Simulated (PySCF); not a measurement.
**Radial density of Ge⁺ (germanium, charge +1)**

UHF, [Ar] 3d10 4s1 4p1 5s1, high-spin 4P determinant (an excited configuration). All numbers are calculated (PySCF 2.14, scalar relativity through the core potential, in aug-cc-pVTZ-PP with one added diffuse shell each of s, d, f type with ECP10MDF (7s5p5d3f, 68 functions)). This is the valence pseudo-density: the core potential removes the inner electrons and smooths the orbitals near the nucleus.

```tsv
r (bohr)	4πr²ρ (e/bohr)	4πr²(ρα − ρβ)
0.000946	1.004e-05	0.0000
0.00159	2.824e-05	0.0000
0.00268	7.853e-05	0.0000
0.00450	0.0002121	0.0000
0.00757	0.0005358	0.0000
0.0127	0.001219	0.0001
0.0214	0.002584	0.0002
0.0360	0.006109	0.0003
0.0606	0.03467	0.0003
0.102	0.3317	-0.0006
0.171	2.484	-0.0045
0.288	12.08	0.0402
0.485	28.38	0.1636
0.816	16.65	-0.0093
1.37	3.265	0.9183
2.31	0.9971	0.9219
3.88	0.3343	0.3342
6.53	0.1461	0.1461
11.0	0.003789	0.0038
```

Energies and moments cover only the electrons outside the core potential. The outer electron is Rydberg-like, and this basis confines it to a smaller radius and binds it less than a complete one would.

Where is the radial spin density 4πr²(ρα − ρβ) most negative, and why is it negative at all?

Around r = 0.816 bohr, down to -0.0093 e/bohr: exchange with the open shell polarises the paired shells in an unrestricted calculation.
